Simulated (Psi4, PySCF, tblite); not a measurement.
Approach curve of the dimer CH2O2 ··· H4Si (SMILES O=CO and [SiH4]). Monomers: optimised at B3LYP-D3(BJ) (def2-TZVP), held rigid. Orientation: a higher rigid-body minimum at GFN2-xTB. R is the distance of the centres of mass, along which the second monomer moves.

Geometry at R = 3.49 Å (first 5 atoms: monomer A):
```
10

O      0.8133    -0.5321    -0.0667
C     -0.4205    -0.0108     0.0417
O     -0.6784     1.1578     0.0369
H      1.4404     0.2060    -0.1473
H     -1.1548    -0.8208     0.1354
Si     1.2970     2.9325    -1.7089
H      1.8510     1.5806    -1.9473
H      1.4335     3.2760    -0.2755
H     -0.1340     2.9532    -2.0872
H      2.0376     3.9203    -2.5258
```

- GFN2-xTB (tblite)
- RMP2/3-21G = restricted MP2 (frozen core)/3-21G, no counterpoise correction (PySCF)
- RHF/6-31G* = restricted Hartree-Fock/6-31G*, spherical d, no counterpoise correction (PySCF)
- wB97X-D/def2-TZVP, counterpoise-corrected (Psi4)

Interaction energies in kcal/mol; the last columns give the difference from wB97X-D:

```
R / Å  GFN2-xTB  RMP2/3-21G  RHF/6-31G*  wB97X-D/def2-TZVP  GFN2-xTB − wB97X-D/def2-TZVP  RMP2/3-21G − wB97X-D/def2-TZVP  RHF/6-31G* − wB97X-D/def2-TZVP
-----  --------  ----------  ----------  -----------------  ----------------------------  ------------------------------  ------------------------------
2.87       2.73        6.64       12.73               7.37                         -4.64                           -0.74                            5.35
3.08      -0.92       -0.41        5.51               2.09                         -3.01                           -2.51                            3.42
3.31      -2.19       -3.83        1.59              -0.49                         -1.70                           -3.34                            2.08
3.49      -2.30       -4.73        0.10              -1.26                         -1.04                           -3.47                            1.37
3.69      -2.07       -4.74       -0.68              -1.47                         -0.60                           -3.27                            0.79
3.88      -1.74       -4.22       -0.97              -1.37                         -0.37                           -2.85                            0.41
4.19      -1.24       -2.98       -1.00              -1.05                         -0.19                           -1.92                            0.05
4.52      -0.86       -1.72       -0.81              -0.75                         -0.11                           -0.98                           -0.06
5.03      -0.49       -0.57       -0.43              -0.42                         -0.07                           -0.15                           -0.01
5.71      -0.25       -0.12       -0.13              -0.19                         -0.06                            0.06                            0.05
6.69      -0.10       -0.03       -0.03              -0.07                         -0.04                            0.03                            0.04
7.96      -0.04       -0.01       -0.01              -0.02                         -0.02                            0.01                            0.01
```

GFN2-xTB is furthest from wB97X-D/def2-TZVP at 2.87 (-4.64 kcal/mol, below); its mean absolute difference over the points is 0.99 kcal/mol.

RMP2/3-21G is furthest from wB97X-D/def2-TZVP at 3.49 (-3.47 kcal/mol, below); its mean absolute difference over the points is 1.61 kcal/mol.

RHF/6-31G* is furthest from wB97X-D/def2-TZVP at 2.87 (5.35 kcal/mol, above); its mean absolute difference over the points is 1.14 kcal/mol.
